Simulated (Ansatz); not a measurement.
H2S2, SMILES SS.

Coordinates come from a B3LYP-D3(BJ)/def2-TZVP optimisation.

Two levels are set side by side: PBE/def2-TZVPD (Ansatz, a program for electronic structure) and PBE0/def2-TZVPD (Ansatz). Energy differences of separate SCF runs at the same geometry; the states with an electron removed or added have multiplicity 2 and 2. Differences are taken from unrounded values.

| quantity | PBE0 |
|---|---|
| vertical ionisation energy (eV) | 9.96 |
| vertical singlet–triplet gap (eV) | 3.97 |

Q: What does PBE give, and how far is it from PBE0? (An estimate is asked for; the answer gives what the named calculation found.)

A: 
```tsv
quantity	PBE	PBE minus PBE0
vertical ionisation energy (eV)	9.76	-0.20
vertical singlet–triplet gap (eV)	3.77	-0.20
```
